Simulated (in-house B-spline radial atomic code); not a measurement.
Kr⁸⁺. Computed with a B-spline radial atomic code. Model: all-electron spherical atom, spin shells full or empty, radial basis limit, no spin-orbit coupling, Breit or QED, empty-state partial waves extrapolated as (l+1/2)^-4, RPA, G0W0 and static COHSEX of the highest shell as one setting changes (uncorrelated shells keep exact exchange).

Empty levels are discrete states of a finite basis, so the steps are uneven.

Given: element Kr; charge 8; filled core Ar; hamiltonian one-electron scalar X2C; mean-field start Hartree-Fock; highest l of empty states 9; nuclear rms radius 4.1884 fm; lowest nl shells left uncorrelated 4; highest mean-field shell 3d; box radius 7.7 bohr.

Shell: 3d 5 5 (electrons up and down).

```
highest empty level kept (hartree)  RPA correlation energy (hartree)  G0W0 level (eV)  G0W0 minus most complete (meV)  COHSEX level (eV)  linearised minus solved G0W0 (meV)
                                27                          -0.61368          -233.14                          1166.8               -235                                -0.4
                                54                          -0.81266          -233.68                           625.2            -236.49                                -0.2
                              94.5                                 ?                ?                               ?                  ?                                   ?
                               162                          -0.97025          -234.16                           147.6            -237.88                                -0.1
                               270                          -0.99951          -234.26                            48.8            -238.16                                -0.1
                               486                           -1.0095          -234.29                              14            -238.25                                -0.1
                               810                           -1.0125           -234.3                             3.1            -238.28                                -0.1
                              1620                                 ?                ?                               ?                  ?                                   ?
                              3240                           -1.0136          -234.31                               0            -238.29                                -0.1
                              6750                           -1.0136          -234.31                               0            -238.29                                -0.1
                             16200                           -1.0136          -234.31                               0            -238.29                                -0.1
                             54000                           -1.0136          -234.31                               0            -238.29                                -0.1
```

Question: What follows for highest empty level kept = 1620?

Answer: RPA correlation energy -1.0134 hartree; G0W0 level -234.31 eV; G0W0 minus most complete 0.3 meV; COHSEX level -238.29 eV; linearised minus solved G0W0 -0.1 meV.

Question: What follows for highest empty level kept = 94.5?

Answer: RPA correlation energy -0.92127 hartree; G0W0 level -234 eV; G0W0 minus most complete 306.8 meV; COHSEX level -237.42 eV; linearised minus solved G0W0 -0.2 meV.
